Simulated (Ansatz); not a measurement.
Geometry optimisation, RKS PBE0-D4/def2-SVPD in Ansatz.

The input (input.yaml):

```yaml
crystal:
  periodic: [false, false, false]
  atoms:
    - { symbol: B, position_ang: [0.0, 0.0, 0.0] }
    - { symbol: F, position_ang: [0.0, 0.0, 1.67] }
    - { symbol: F, position_ang: [1.1431, 0.0, -0.66] }
    - { symbol: H, position_ang: [-1.0305, 0.0, -0.595] }
    - { symbol: Cl, position_ang: [0.0968, 2.0475, 0.6811] }
    - { symbol: H, position_ang: [0.0504, 1.0668, 1.6505] }
basis:
  gaussian: { orbitals: def2-SVPD }
hamiltonian:
  xc: pbe0
  dispersion: d4
relax:
  f_tol: 0.15
  max_steps: 25
  restrain:
    - { distance: [0, 4], at: 1.86, k: 30.0 }
    - { distance: [5, 1], at: 0.92, k: 30.0 }
    - { distance: [0, 1], at: 2.52, k: 30.0 }
    - { distance: [5, 4], at: 2.57, k: 30.0 }
```

Launched with:

```bash
$ ansatz run input.yaml --threads 2 --pin off --max-ram 3072MiB --backend cpu --events-out ev --progress --plain --runs-dir out
```

Q: Where does it end, and by what steps?

A: The run converged. The restraints hold the end off the free minimum. After 8 steps the energy has fallen by 1.787 eV (the restraints' own energy left out); H6 moved furthest, 0.66 Å. Parted: Cl5–H6 (1.38 → 2.57 Å).

| step | energy less start (eV) | largest force component (eV/Å) | accepted |
| --- | --- | --- | --- |
| 0 | 0.0000 | 5.510 | yes |
| 1 | -0.7769 | 3.480 | yes |
| 2 | -1.2450 | 3.587 | yes |
| 3 | -1.6609 | 1.639 | yes |
| 4 | -1.7299 | 1.224 | yes |
| 5 | -1.6255 | 2.367 | no |
| 6 | -1.7575 | 1.394 | yes |
| 7 | -1.7845 | 0.916 | yes |
| 8 | -1.7868 | 0.911 | yes |

```xyz
6
Properties=species:S:1:pos:R:3
B 0.018 0.473 -0.397
F -0.003 -0.165 2.042
F 1.162 -0.094 -0.678
H -1.037 -0.064 -0.560
Cl 0.070 2.225 0.122
H 0.050 0.740 2.218
```

Time of the run: 14 s on 2 threads of Arm Neoverse V2 (shared host), peak memory 0.2 GiB.
